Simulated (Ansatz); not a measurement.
Species: AgI, charge 1, doublet. AgI+ (parent SMILES [Ag][I], doublet).
B3LYP-D3(BJ)/def2-TZVP minimum from Ansatz (a program for electronic structure):
```
Ag
I 1 2.7052
```
Charge +1, spin multiplicity 2.

Total energies in def2-TZVPP, 17 correlated electrons, 13 frozen orbitals. Open shells are spin-unrestricted; no spin-orbit coupling. Correlated methods leave the cores frozen (noble-gas shells, and filled d and f shells in the p block). Past Kr the def2 sets carry scalar-relativistic core potentials. Spin-orbit terms, left out, reach several kcal/mol for Br and I, and more for heavier atoms. The spin of AgI+ (parent SMILES [Ag][I], doublet) was assumed, and the state is the lowest solution found for it.

```csv
method,program,energy (Eh),minus CCSDT(Q) (mEh)
HF,Ansatz,-442.56215,490.97
MP2,Ansatz,-443.04609,7.03
CCSD,Ansatz,-443.03651,16.60
CCSD(T),Ansatz,-443.05300,0.11
CCSDT(Q),Ansatz,-443.05311,0.00
```

Rough core times of Ansatz's runs on a shared machine: CCSD(T) 3 min, CCSDT(Q) 50 min.
